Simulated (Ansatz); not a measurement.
Ligand exchange: C4H11B + SnH3(SH) → C3H9BS + SnH3(CH3)

Gas-phase species: C4H11B `CBC(C)C`, singlet; SnH3(SH), singlet; C3H9BS `CC(C)BS`, singlet; SnH3(CH3), singlet. The partners trade CH3 for SH: B–CH3 and Sn–SH bonds give way to B–SH and Sn–CH3.

Shapes, held fixed at every level: PBE0-D4/def2-TZVP. Flexible molecules stand in one conformer, not always the lowest. Programs: Ansatz 0.2.0. The zero-point and thermal change to 298 K, harmonic and unscaled (PBE0-D4/def2-TZVP), is +2.5 kJ/mol.

```tsv
level	kind	ΔH(298 K) (kJ/mol)	less CCSD(T)/def2-TZVPP
HF/def2-TZVPP	Hartree–Fock	+0.3	+22.4
PBE-D4/def2-TZVPP	GGA	-17.9	+4.2
r2SCAN-D4/def2-TZVPP	meta-GGA	-14.4	+7.7
BHLYP-D4/def2-TZVPP	global hybrid	-7.2	+14.9
B2PLYP/def2-TZVPP	double hybrid	-16.0	+6.1
MP2/def2-TZVPP	perturbation theory	-24.0	-1.9
CCSD(T)/def2-SVP	coupled cluster or CI	-25.6	-3.5
CCSD(T)/def2-TZVPP	coupled cluster or CI	-22.1	0.0
```

The highest level, CCSD(T)/def2-TZVPP, gives ΔH(298 K) = -22.1 kJ/mol; the levels span -25.6 to +0.3. They disagree on the sign: 1 of 8 are positive. The column of differences is taken from that level and isn't an error. No measured value is set beside it here. For atoms past krypton def2 sets carry core potentials with scalar relativity. Outer-core shells of Sn are correlated, in sets that cover them unevenly.
